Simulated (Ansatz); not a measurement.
C3H6BF can be A, `B/C(C)=C/F`, or B, `B/C=C/CF`.

Program: Ansatz. Geometries: PBE0-D4/def2-TZVP. ΔE: electronic, gas phase. CCSD(T)/CBS is the MP2 limit (def2-TZVPP, def2-QZVPP) plus CCSD(T) − MP2 in def2-TZVPP, frozen cores. Double bonds are as drawn, so ΔE can hold a change between cis and trans. Functionals use def2-TZVPP. B3LYP here is the variant with VWN-RPA as its local correlation; programs differ in this. One conformer a species, not always the lowest.

A:

```xyz
11

B    -0.996   -1.098    0.548
C    -0.031   -0.088   -0.067
C     0.487    1.124    0.648
C     0.324   -0.378   -1.325
F     1.155    0.372   -2.042
H    -1.356   -2.040   -0.098
H    -1.400   -0.964    1.667
H    -0.343    1.757    0.973
H     1.029    0.831    1.550
H     1.154    1.724    0.028
H    -0.024   -1.242   -1.880
```

B:

```xyz
11

B     0.616   -0.640    1.946
C    -0.115   -0.587    0.604
C     0.155    0.393   -0.270
C    -0.467    0.577   -1.601
F    -1.397   -0.391   -1.887
H     1.428    0.207    2.196
H     0.403   -1.499    2.751
H    -0.863   -1.322    0.314
H     0.898    1.149   -0.017
H     0.304    0.556   -2.382
H    -0.962    1.556   -1.653
```

(1) Which is lower in electronic energy at CCSD(T)/CBS, and by how much? (Best estimate.)

(2) Give E(B) − E(A) in kcal/mol with CCSD/def2-TZVPP, PBE0-D4, HF/def2-TZVPP, B3LYP-D4, r2SCAN-D4, PBE-D4, CCSD(T)/def2-TZVPP. (Best estimate.)

Largest T1 diagnostic: 0.012.

Answers

(1) The calculation gave: A, by 5.3 kcal/mol.

(2) The calculation gave: CCSD/def2-TZVPP 4.9, PBE0-D4 6.5, HF/def2-TZVPP 2.6, B3LYP-D4 5.7, r2SCAN-D4 6.9, PBE-D4 7.5, CCSD(T)/def2-TZVPP 5.6. None reverses the order clearly.

From PBE to PBE0 (25 % exact exchange), in def2-TZVPP and without D4, E(B) − E(A) moves by −0.9 kcal/mol. In def2-TZVPP, CCSD(T) changes the Hartree–Fock value by +2.9 kcal/mol (the triples alone add +0.6 kcal/mol) and MP2 by +3.6 kcal/mol.
